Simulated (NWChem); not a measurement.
Molecule: AlBrCl$_{2}$; SMILES [Br][Al]([Cl])[Cl]

```xyz
4

Al     0.0000     0.0000    -0.5196
Cl     0.0000     1.8042    -1.5759
Cl     0.0000    -1.8042    -1.5759
Br     0.0000     0.0000     1.7239
```
Atoms are numbered in this order, from 1.

Results from NWChem. Geometry: optimised at B3LYP/6-31G* (spherical d).

For level PBE0/def2-SVP:

```
Item        Result
----------  ------
dipole (D)    0.21
```

**Question.** How do the values read with level PBE0/pcseg-2 instead?

**Answer.** The dipole (D) is 0.36.
